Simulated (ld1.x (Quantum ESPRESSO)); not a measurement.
## An all-electron radial function and its pseudo partner (lanthanum)

Columns: radius, all-electron u(r) and pseudo u(r) of the 4f shell (level -7.40 eV) of lanthanum in the configuration [Kr] 4d10 5s2 4f0 5p6 5d1 6s1.5 6p0; LDA (PZ), scalar-relativistic, RRKJ scheme, ld1.x (Quantum ESPRESSO) 7.5.

| r (bohr) | all-electron | pseudo |
| --- | --- | --- |
| 0.165 | 0.1351 | 0.0075 |
| 0.330 | 0.5104 | 0.1004 |
| 0.495 | 0.7922 | 0.3729 |
| 0.660 | 0.9077 | 0.7591 |
| 0.825 | 0.9114 | 1.0458 |
| 0.990 | 0.8586 | 1.0825 |
| 1.155 | 0.7824 | 0.9254 |
| 1.320 | 0.6998 | 0.7414 |
| 1.485 | 0.6193 | 0.6222 |
| 1.650 | 0.5446 | 0.5446 |
| 1.815 | 0.4772 | 0.4772 |
| 1.980 | 0.4173 | 0.4173 |
| 2.145 | 0.3647 | 0.3647 |
| 2.310 | 0.3188 | 0.3188 |
| 2.475 | 0.2788 | 0.2788 |
| 2.640 | 0.2442 | 0.2442 |
| 2.805 | 0.2141 | 0.2141 |
| 2.970 | 0.1880 | 0.1880 |
| 3.135 | 0.1653 | 0.1653 |
| 3.300 | 0.1455 | 0.1455 |
| 3.465 | 0.1283 | 0.1283 |
| 3.630 | 0.1133 | 0.1133 |
| 3.795 | 0.1001 | 0.1001 |
| 3.960 | 0.0886 | 0.0886 |
| 4.125 | 0.0785 | 0.0785 |
| 4.290 | 0.0695 | 0.0695 |

Task: How many radial nodes do the two functions have?

Result: The all-electron 4f function has n − l − 1 = 0; the pseudo-wave has 0.

Task: At about which radius was the pseudo-wave matched?

Result: 1.60 bohr, where the columns begin to agree (steps of 0.17 bohr).

Task: Where does each function peak?

Result: Outermost all-electron maximum near 0.82 bohr, pseudo maximum near 0.99 bohr (to the table’s step).

Task: Is the pseudo-wave norm-conserving?

Result: Yes: the RRKJ scheme keeps the norm inside the radius equal to the all-electron one, which fixes the energy derivative of the logarithmic derivative at the level.
